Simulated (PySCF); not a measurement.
## Polarisability and C₆ of Ag²⁺ (silver, charge +2)

[Kr] 4d9, 2D determinant. Calculation: PySCF 2.14, in x2c-TZVPPall with one added diffuse shell each of s, p, d, f type (9s7p7d3f1g, 95 functions); scalar relativity by spin-free X2C-1e. Coupled (time-dependent) response in atomic units; α is the mean over directions.

```
method  mean α (bohr³)         α xx, yy, zz  C₆ (like pair)  S(−4)
   UHF           5.466  5.333, 5.333, 5.734           27.75  6.120
   PBE           6.229  6.092, 6.092, 6.502           32.10  9.220
  PBE0           5.951  5.816, 5.816, 6.222           30.51  7.985
```

S(−4) is the Cauchy moment in α(ω) = α(0) + S(−4) ω² + …

Spin-orbit coupling is absent.

α(iu) at PBE0:

```json
{"u (hartree)": "0", "α(iu) (bohr³)": "5.951"}
{"u (hartree)": "0.0500", "α(iu) (bohr³)": "5.932"}
{"u (hartree)": "0.100", "α(iu) (bohr³)": "5.873"}
{"u (hartree)": "0.200", "α(iu) (bohr³)": "5.659"}
{"u (hartree)": "0.300", "α(iu) (bohr³)": "5.356"}
{"u (hartree)": "0.500", "α(iu) (bohr³)": "4.664"}
{"u (hartree)": "0.750", "α(iu) (bohr³)": "3.869"}
{"u (hartree)": "1.00", "α(iu) (bohr³)": "3.229"}
{"u (hartree)": "1.50", "α(iu) (bohr³)": "2.324"}
{"u (hartree)": "2.00", "α(iu) (bohr³)": "1.739"}
{"u (hartree)": "3.00", "α(iu) (bohr³)": "1.062"}
{"u (hartree)": "5.00", "α(iu) (bohr³)": "0.4984"}
```

A single London oscillator, α(iu) = α/(1 + u²/ω²), gives C₆ = (3/4) ω α². Matching the computed C₆ needs ω = 4 × 30.51 / (3 × 5.951²) = 1.15 hartree.

For an ion, C₆ is the dispersion term alone; charge-induced terms of lower order in 1/R come first.

The components differ because the open shell of this determinant is not spherical; for a pure term their mean is the scalar polarisability.
